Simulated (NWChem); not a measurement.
System: CH₄BClSe; SMILES CB(Cl)[SeH]

Here is an NWChem input.

```
start job
memory heap 200 mb stack 900 mb global 1100 mb
geometry units angstroms noautosym nocenter noautoz
  B      0.438905     0.557970    -0.087056
  Cl    -0.763188     1.825664    -0.429712
  C      1.959256     0.933368    -0.040732
  H      2.261934     1.378459    -0.998320
  H      2.624363     0.091937     0.173008
  H      2.128418     1.708538     0.719107
  Se    -0.299424    -1.223839     0.202284
  H      1.006188    -1.884806     0.436145
end
basis spherical
  B library 6-31g*
  Cl library 6-31g*
  C library 6-31g*
  H library 6-31g*
  Se library 6-31g*
end
dft
  xc b3lyp
  iterations 150
end
property
  response 1 0.0773
end
task dft property
```

Output (shortened):

```
             Northwest Computational Chemistry Package (NWChem) 7.3.0
             --------------------------------------------------------

                             Geometry "geometry" -> ""
                             -------------------------

 Output coordinates in angstroms (scale by  1.889725989 to convert to a.u.)

  No.       Tag          Charge          X              Y              Z
 ---- ---------------- ---------- -------------- -------------- --------------
    1 B                    5.0000     0.43890500     0.55797000    -0.08705600
    2 Cl                  17.0000    -0.76318800     1.82566400    -0.42971200
    3 C                    6.0000     1.95925600     0.93336800    -0.04073200
    4 H                    1.0000     2.26193400     1.37845900    -0.99832000
    5 H                    1.0000     2.62436300     0.09193700     0.17300800
    6 H                    1.0000     2.12841800     1.70853800     0.71910700
    7 Se                  34.0000    -0.29942400    -1.22383900     0.20228400
    8 H                    1.0000     1.00618800    -1.88480600     0.43614500

 Effective nuclear repulsion energy (a.u.)     284.9064055665

                              NWChem Property Module
                              ----------------------

                                 NWChem DFT Module
                                 -----------------

 Summary of "ao basis" -> "ao basis" (spherical)
 ------------------------------------------------------------------------------
       Tag                 Description            Shells   Functions and Types
 ---------------- ------------------------------  ------  ---------------------
 B                           6-31g*                  6       14   3s2p1d
 Cl                          6-31g*                  8       18   4s3p1d
 C                           6-31g*                  6       14   3s2p1d
 H                           6-31g*                  2        2   2s
 Se                          6-31g*                 12       32   5s4p3d

            General Information
            -------------------
          SCF calculation type: DFT
          Wavefunction type:  closed shell.
          No. of atoms     :     8
          No. of electrons :    66
           Alpha electrons :    33
            Beta electrons :    33
          Charge           :     0
          Spin multiplicity:     1
          Use of symmetry is: off; symmetry adaption is: off
          Maximum number of iterations: 150
          AO basis - number of functions:    86
                     number of shells:    40
          Convergence on energy requested:  1.00D-06
          Convergence on density requested:  1.00D-05
          Convergence on gradient requested:  5.00D-04

              XC Information
              --------------
                         B3LYP Method XC Potential
                     Hartree-Fock (Exact) Exchange  0.200
                        Slater Exchange Functional  0.800 local
                    Becke 1988 Exchange Functional  0.720 non-local
              Lee-Yang-Parr Correlation Functional  0.810
                  VWN I RPA Correlation Functional  0.190 local

             Grid Information
             ----------------
          Grid used for XC integration:  medium
          Radial quadrature: Mura-Knowles
          Angular quadrature: Lebedev.
          Tag              B.-S. Rad. Rad. Pts. Rad. Cut. Ang. Pts.
          ---              ---------- --------- --------- ---------
          B                   0.85       49           8.0       434
          Cl                  1.00       88          11.0       590
          C                   0.70       49          10.0       434
          H                   0.35       45          11.0       434
          Se                  1.15      112          10.0       590
          Grid pruning is: on
          Number of quadrature shells:   478
          Spatial weights used:  Erf1

      Superposition of Atomic Density Guess
      -------------------------------------

 Sum of atomic energies:       -2923.13519879

      Non-variational initial energy
      ------------------------------

 Total energy =   -2924.745785
 1-e energy   =   -4630.264710
 2-e energy   =    1420.612519
 HOMO         =      -0.305210
 LUMO         =       0.039705

   convergence    iter        energy       DeltaE   RMS-Dens  Diis-err
 ---------------- ----- ----------------- --------- --------- ---------
 d= 0,ls=0.0,diis     1  -2926.8544133235 -3.21D+03  1.24D-02  4.89D-01
 d= 0,ls=0.0,diis     2  -2926.8491307945  5.28D-03  8.84D-03  5.08D-01
 d= 0,ls=0.0,diis     3  -2926.9157063916 -6.66D-02  2.50D-03  4.15D-02
 d= 0,ls=0.0,diis     4  -2926.9219798345 -6.27D-03  6.22D-04  2.96D-03
 d= 0,ls=0.0,diis     5  -2926.9224588067 -4.79D-04  1.07D-04  1.08D-04
  Resetting Diis
 d= 0,ls=0.0,diis     6  -2926.9224726628 -1.39D-05  2.94D-05  5.00D-06
 d= 0,ls=0.0,diis     7  -2926.9224732580 -5.95D-07  1.58D-05  3.82D-07
 d= 0,ls=0.0,diis     8  -2926.9224732459  1.22D-08  7.94D-06  5.30D-07

         Total DFT energy =    -2926.922473245872
      One electron energy =    -4632.981544445038
           Coulomb energy =     1547.612869168222
    Exchange-Corr. energy =     -126.460203535559
 Nuclear repulsion energy =      284.906405566503

 Numeric. integr. density =       65.999994519890

                       DFT Final Molecular Orbital Analysis
                       ------------------------------------

 Vector   31  Occ=2.000000D+00  E=-3.373339D-01
              MO Center= -1.4D-01,  7.1D-02, -3.8D-02, r^2= 4.6D+00
   Bfn.  Coefficient  Atom+Function         Bfn.  Coefficient  Atom+Function
  ----- ------------  ---------------      ----- ------------  ---------------
    63      0.413110  7 Se px                21     -0.366803  2 Cl px
    62      0.260602  7 Se s                 22     -0.238382  2 Cl py
    59     -0.181883  7 Se px                25     -0.179273  2 Cl px
    66     -0.171241  7 Se s                 64      0.168682  7 Se py
    36      0.166886  3 C  py                86      0.162994  8 H  s

 Vector   32  Occ=2.000000D+00  E=-2.990483D-01
              MO Center= -1.9D-01,  7.2D-01, -1.7D-01, r^2= 3.9D+00
   Bfn.  Coefficient  Atom+Function         Bfn.  Coefficient  Atom+Function
  ----- ------------  ---------------      ----- ------------  ---------------
    21      0.381679  2 Cl px                22      0.365364  2 Cl py
    64      0.340334  7 Se py                63      0.245602  7 Se px
    25      0.221318  2 Cl px                35      0.208181  3 C  px
    26      0.202748  2 Cl py                 3     -0.170543  1 B  px
     4     -0.156216  1 B  py                17     -0.148340  2 Cl px

 Vector   33  Occ=2.000000D+00  E=-2.649518D-01
              MO Center= -2.5D-01, -8.4D-01,  1.3D-01, r^2= 2.7D+00
   Bfn.  Coefficient  Atom+Function         Bfn.  Coefficient  Atom+Function
  ----- ------------  ---------------      ----- ------------  ---------------
    65      0.677392  7 Se pz                69      0.326253  7 Se pz
    61     -0.290865  7 Se pz                23     -0.220975  2 Cl pz
    27     -0.141381  2 Cl pz                64      0.132352  7 Se py
     5      0.116089  1 B  pz                57      0.087229  7 Se pz
    19      0.085492  2 Cl pz                 9      0.075776  1 B  pz

 Vector   34  Occ=0.000000D+00  E=-3.864013D-02
              MO Center=  3.4D-01,  4.3D-01, -7.0D-02, r^2= 3.0D+00
   Bfn.  Coefficient  Atom+Function         Bfn.  Coefficient  Atom+Function
  ----- ------------  ---------------      ----- ------------  ---------------
     9      0.626793  1 B  pz                 5      0.515173  1 B  pz
    65     -0.276666  7 Se pz                69     -0.277293  7 Se pz
    27     -0.245386  2 Cl pz                48      0.235538  4 H  s
    52     -0.236215  6 H  s                 23     -0.217475  2 Cl pz
     8      0.122243  1 B  py                61      0.112537  7 Se pz

 Vector   35  Occ=0.000000D+00  E= 7.049377D-03
              MO Center=  1.0D-01, -1.3D+00,  2.4D-01, r^2= 3.4D+00
   Bfn.  Coefficient  Atom+Function         Bfn.  Coefficient  Atom+Function
  ----- ------------  ---------------      ----- ------------  ---------------
    86      1.127024  8 H  s                 68      0.654118  7 Se py
    67     -0.500628  7 Se px                 6     -0.476074  1 B  s
    63     -0.395313  7 Se px                64      0.376025  7 Se py
    50      0.329882  5 H  s                 62      0.258270  7 Se s
    39     -0.229494  3 C  px                85      0.218542  8 H  s

 Vector   36  Occ=0.000000D+00  E= 6.225770D-02
              MO Center= -1.8D-01, -5.4D-01,  7.9D-02, r^2= 4.9D+00
   Bfn.  Coefficient  Atom+Function         Bfn.  Coefficient  Atom+Function
  ----- ------------  ---------------      ----- ------------  ---------------
     6      1.747101  1 B  s                 68     -0.907313  7 Se py
     7     -0.726018  1 B  px                66     -0.708077  7 Se s
    24     -0.540050  2 Cl s                 62      0.517663  7 Se s
    26      0.503497  2 Cl py                86      0.467611  8 H  s
    67     -0.439867  7 Se px                25     -0.314627  2 Cl px

     Multipole analysis of the density
     ---------------------------------

     L   x y z        total         alpha         beta         nuclear
     -   - - -        -----         -----         ----         -------
     0   0 0 0     -0.000000    -33.000000    -33.000000     66.000000

     1   1 0 0      0.789323      1.513047      1.513047     -2.236770
     1   0 1 0     -0.225658      0.728148      0.728148     -1.681954
     1   0 0 1      0.106901      0.787779      0.787779     -1.468657

     2   2 0 0    -31.436397   -113.014538   -113.014538    194.592680
     2   1 1 0     -0.054427    -10.863003    -10.863003     21.671579
     2   1 0 1      0.150242     -5.301590     -5.301590     10.753422
     2   0 2 0    -32.942452   -235.645875   -235.645875    438.349298
     2   0 1 1     -0.089213     41.341269     41.341269    -82.771751
     2   0 0 2    -33.371001    -27.955942    -27.955942     22.540882

 *** CALLING NEW AORESP DRIVER FOR CLOSED AND OPEN SHELLS ***
 Entering AOResponse driver routine

--------------------------------------------------------------------------------

          -----------------------------------------------
          Solving response equations for perturbing field
          -----------------------------------------------

 number of frequencies:     1
 frequency in a.u.:  0.7730000E-01
 Perturbing field: electric
 Using El. Dipole Length Gauge

 Setting up CPKS with frequency omega =      0.07730000 a.u.

                            NWChem Dynamic CPHF Module
                            --------------------------

    scftype = RHF
    nclosed =   33
      nopen =    0
  variables =     3498
  num. vecs =        3
  tolerance =   1.0D-04
  max. iter =   50

 SCF residual:    6.5776021547816606E-005

Iterative solution of linear equations
  No. of variables     3498
  No. of equations        3
  Maximum subspace       30
       Convergence  1.0D-04

   iter   nsub   residual    time
   ----  ------  --------  ---------
     1      3    5.01D+00      21.0
     2      6    1.55D+00      31.6
     3      9    2.89D-01      41.9
     4     12    7.27D-02      52.5
     5     15    4.20D-02      62.7
     6     18    1.53D-02      73.1
     7     21    2.02D-03      83.5
     8     24    2.34D-04      94.0
     9     27    8.28D-05     104.3

 Electric Dipole Response Matrix (nonzero elements):

              1        2        3
    1   57.5191   0.4016   1.5629
    2    0.4016  75.8690  -7.5918
    3    1.5629  -7.5918  38.4318

 ------------------------------------------
 average:        57.27329 + I       0.00000

 DFT Linear Response polarizability / au
 Frequency  =       0.0773000 / au
 Wavelength =     589.4353558 / nm
              X              Y              Z
 -----------------------------------------------
 X      57.5190654      0.4016286      1.5629176
 Y       0.4015684     75.8689846     -7.5918025
 Z       1.5629292     -7.5917978     38.4318251
 -----------------------------------------------
 Eigenvalues =      57.6440117     77.3503831     36.8254802
 Isotropic   =      57.2732917
 Anisotropic =      35.1000006
 -----------------------------------------------

 Magnetic Dipole Response Matrix (nonzero elements):
```

Level: B3LYP/6-31G* (spherical d). Structure relaxed at the B3LYP/6-31G* (spherical d) level. B3LYP is NWChem's, with the RPA form of VWN correlation.
